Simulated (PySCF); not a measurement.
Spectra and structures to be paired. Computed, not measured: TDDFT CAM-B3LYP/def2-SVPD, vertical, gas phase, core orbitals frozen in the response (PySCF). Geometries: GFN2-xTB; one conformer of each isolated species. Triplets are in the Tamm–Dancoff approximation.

A. `[SiH3]OC/C=N/[H]`
B. `CC1=CP=CC(C)=C1`
C. `C/C=N\[SiH2]O`
D. `c1(c(ncnn1)[SiH3])C#N`

Lowest singlet levels (six at most, fewer where fewer were computed) with oscillator strengths:

1. 4.33 eV (f 0.001); 6.67 eV (f 0.020); 6.89 eV (f 0.053); 7.33 eV (f 0.066); 7.64 eV (f 0.012); 7.78 eV (f 0.052); T1 3.78 eV
2. 4.78 eV (f 0.001); 5.06 eV (f 0.019); 5.08 eV (f 0.105); 5.95 eV (f 0.000); 6.01 eV (f 0.354); 6.42 eV (f 0.000); T1 3.15 eV
3. 3.00 eV (f 0.004); 3.33 eV (f 0.002); 5.23 eV (f 0.050); 5.48 eV (f 0.055); 5.62 eV (f 0.057); 5.91 eV (f 0.122); T1 2.30 eV
4. 5.22 eV (f 0.002); 7.08 eV (f 0.008); 7.31 eV (f 0.003); 7.40 eV (f 0.043); 7.74 eV (f 0.007); 7.94 eV (f 0.012); T1 4.42 eV

**Question.** Match each spectrum to its molecule.

**Answer.** 1 = C, 2 = B, 3 = D, 4 = A.
- A: S1 at 5.22 eV, HOMO→LUMO (81%), HOMO→LUMO+1 (14%); Löwdin shares by element: HOMO nitrogen 56%, carbon 23%, hydrogen 7% or more; LUMO carbon 40%, nitrogen 28%, silicon 7% (atoms not listed hold the other 24%); HOMO -9.09 and LUMO 0.75 eV.
- B: S1 at 4.78 eV, HOMO-1→LUMO (62%), HOMO→LUMO+1 (37%); Löwdin shares by element: HOMO carbon 48% or more, phosphorus 27% (atoms not listed hold the other 25%); LUMO carbon 44% or more, phosphorus 34% (atoms not listed hold the other 22%); HOMO -8.00 and LUMO -0.32 eV.
- C: S1 at 4.33 eV, HOMO→LUMO (93%); Löwdin shares by element: HOMO nitrogen 56%, carbon 22%, silicon 10%; LUMO carbon 41%, nitrogen 27%, silicon 11% (atoms not listed hold the other 21%); HOMO -8.39 and LUMO 0.51 eV.
- D: S1 at 3.00 eV, HOMO→LUMO (66%), HOMO→LUMO+1 (32%); Löwdin shares by element: HOMO nitrogen 73% or more, carbon 7% or more (atoms not listed hold the other 19%); LUMO nitrogen 34% or more, carbon 32% or more (atoms not listed hold the other 33%); HOMO -8.87 and LUMO -1.78 eV.
